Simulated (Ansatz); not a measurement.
Compare A (`[SiH3]C1=CN1`) with its isomer B (`NC1=C[SiH2]1`).

Computed with Ansatz on PBE0-D4/def2-TZVP structures; ΔE is electronic, products minus reactants. CCSD(T)/CBS is the MP2 limit (def2-TZVPP, def2-QZVPP) plus CCSD(T) − MP2 in def2-TZVPP, frozen cores. DFT in def2-TZVPP. B3LYP here is the variant with VWN-RPA as its local correlation; programs differ in this. One conformer a species, not always the lowest.

A:

Z-matrix (Å, degrees):
```
Si
C 1 1.828
H 1 1.485 2 109.2
H 1 1.484 2 108.9 3 -120.0
H 1 1.484 2 109.4 3 119.2
C 2 1.280 1 160.7 3 129.7
N 2 1.558 1 137.7 3 -69.0
H 6 1.077 2 153.0 1 -7.6
H 7 1.024 2 107.6 1 87.9
```

B:

Z-matrix (Å, degrees):
```
Si
C 1 1.811
C 1 1.791 2 43.8
H 1 1.487 2 121.3 3 106.8
H 1 1.487 2 121.6 3 -106.7
N 2 1.348 1 153.9 3 175.9
H 3 1.082 1 154.5 2 -179.1
H 6 1.007 2 119.6 1 171.8
H 6 1.003 2 119.1 1 17.6
```

**Question.** Which isomer does CCSD(T)/CBS put lower? Give the gap. (Estimate.)

**Answer.** Computed: B, by 165.2 kJ/mol.

**Question.** Give E(B) − E(A) in kJ/mol with PBE0-D4, B3LYP, r2SCAN-D4, PBE-D4, CCSD(T)/def2-TZVPP, ωB97M-V, HF/def2-TZVPP. (Estimate.)

**Answer.** Ansatz gave: PBE0-D4 -184.9, B3LYP -171.6, r2SCAN-D4 -181.8, PBE-D4 -176.4, CCSD(T)/def2-TZVPP -163.0, ωB97M-V -176.2, HF/def2-TZVPP -174.2. None reverses the order clearly.

**Question.** Does the order hold for the free energy at 298.15 K (harmonic terms from PBE0-D4)? (Best estimate.)

**Answer.** Computed: Yes: G(B) − G(A) = -150.8 kJ/mol, for one conformer each.

Largest T1 diagnostic: 0.013.

From PBE to PBE0 (25 % exact exchange), in def2-TZVPP and without D4, E(B) − E(A) moves by −8.7 kJ/mol. Leaving LDA and LC-ωPBE aside and taking each functional with its dispersion term where it has one, the values, not all of them listed here, spread over 25.5 kJ/mol, from r2SCAN0-D4 to BLYP-D4. LDA lies −24.2 kJ/mol from PBE without D4.
